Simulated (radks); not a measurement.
Trend from C4+ to Ne4+: ionisation energy by Delta-SCF between NIST ground configurations, and size. All-electron calculation, Dirac Kohn-Sham, PBE, spin-unpolarised, spherical densities, finite nucleus; open shells fill j = l - 1/2 first; Fermi nuclear charge, rms radius of each element as measured or else 0.836 A^(1/3) + 0.57 fm. Program: a radial shooting solver on a logarithmic mesh with Libxc functionals.

[
 {"species": "C4+", "configuration": "[He]", "IE (eV)": "399.51", "NIST (eV)": "392.09", "kind": "theory", "outermost": "1s1/2", "<r> outermost (bohr)": "0.268"},
 {"species": "N4+", "configuration": "[He] 2s1", "IE (eV)": "97.107", "NIST (eV)": "97.890", "kind": "exp.", "outermost": "2s1/2", "<r> outermost (bohr)": "1.05"},
 {"species": "O4+", "configuration": "[He] 2s2", "IE (eV)": "114.28", "NIST (eV)": "113.90", "kind": "exp.", "outermost": "2s1/2", "<r> outermost (bohr)": "0.931"},
 {"species": "F4+", "configuration": "[He] 2s2 2p1", "IE (eV)": "113.67", "NIST (eV)": "114.25", "kind": "semi-emp.", "outermost": "2s1/2", "<r> outermost (bohr)": "0.839"},
 {"species": "Ne4+", "configuration": "[He] 2s2 2p2", "IE (eV)": "124.71", "NIST (eV)": "126.25", "kind": "exp.", "outermost": "2s1/2", "<r> outermost (bohr)": "0.764"}
]

Reference values: NIST Atomic Spectra Database (exp. = measured, semi-emp. = semi-empirical, theory = theoretical value adopted there). Spin polarisation and multiplet splitting are left out, so open shells lie too high by an amount that depends on their filling.

Beside tabulated values, note that spin-unpolarised runs miss the spin-polarisation part of the exchange energy of open shells.
